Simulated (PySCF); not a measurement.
C3H8O2Si.
Bonds: C1–Si2, Si2–O3, O3–C4, C4–C5, C4–O6 (double). Hydrogens: H7, H8, H9 on C1; H10, H11 on Si2; H12, H13, H14 on C5.

Lines to be assigned: C 1s: 290.39 (area 1), 291.34 (area 1), 294.73 (area 1) eV; O 1s: 537.70 (area 1), 538.76 (area 1) eV; Si 1s: 1847.31 eV; Si 2p3/2: 107.42 eV.

Computed, not measured: delta-SCF UKS SCAN, pcX-2 on the ionised atom, pcseg-1 elsewhere, spin-free X2C (PySCF). Geometry: PBE0-D3(BJ)/def2-SVP, one conformer, isolated molecule.

Order the carbon atoms by C 1s binding energy.

290.39 eV: C1 (Si-methyl carbon); 291.34 eV: C5 (methyl carbon next to a carbonyl); 294.73 eV: C4 (carbonyl carbon). Lowest listed C 1s: C1, bonded to 3 H and Si. Highest, 4.34 eV above it: C4, bonded to O (double bond), O and C. The widest gap between neighbouring values is 3.39 eV, between 291.34 and 294.73 eV. Summing the Pauling electronegativity differences to the bonded atoms, each weighted by its formal bond order, gives -1.70 for the lowest site and +2.67 for the highest; no listed site has a larger sum than the highest.

Which oxygen gives which O 1s line?

537.70 eV: O6 (carbonyl oxygen); 538.76 eV: O3 (oxygen singly bound to a carbonyl carbon). The listed O 1s values span 1.06 eV, from O6 (bonded to C (double bond)) to O3 (bonded to C and Si). Summing the Pauling electronegativity differences to the bonded atoms, each weighted by its formal bond order, gives -1.78 for the lowest site and -2.43 for the highest; the largest sum, -1.78, belongs to O6, 1.06 eV below the top. The smallest sum, -2.43, belongs to O3, 1.06 eV above the lowest.

Bonded neighbours of each site: C1: 3 H and Si; Si2: O, C and 2 H; O3: C and Si; C4: O (double bond), O and C; C5: C and 3 H; O6: C (double bond).

Give the binding energy of O 1s of O3 in hartree and in kJ/mol.

538.76 eV = 19.7991 Eh = 51982 kJ/mol.

Spin–orbit and ligand-field terms were added within each 2p shell after the spin-free SCF. 2p1/2 minus 2p3/2 (ligand field included): Si 0.63 eV.

Shape of the structure used: `[CH3:1][SiH2:2][O:3][C:4]([CH3:5])=[O:6]`: C1–Si2–O3–C4 65°, Si2–O3–C4–C5 179°.
